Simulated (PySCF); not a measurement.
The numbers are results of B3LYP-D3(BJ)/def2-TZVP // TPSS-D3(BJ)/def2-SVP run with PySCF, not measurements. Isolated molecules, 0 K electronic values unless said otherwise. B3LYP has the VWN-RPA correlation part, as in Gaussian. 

Reference species: [Mo(Cl)4(F)2] (neutral, multiplicity 1).

```json
{
 "coordination_number": "6",
 "HOMO–LUMO gap": "3.15 eV",
 "charge on the central atom (Mulliken)": "1.32 e"
}
```

After one change: the coordination number is nearly the same; the HOMO–LUMO gap increases by 1.04 eV; the charge on the central atom (Mulliken) increases by 0.59 e.

### Question
What was changed between the two runs? The new species is one of these.
A) [Mo(Cl)3(F)3]
B) [Mo(Cl)5(F)]
C) [Mo(Cl)(F)5]
D) [Mo(F)6]

### Answer
C, [Mo(Cl)(F)5]
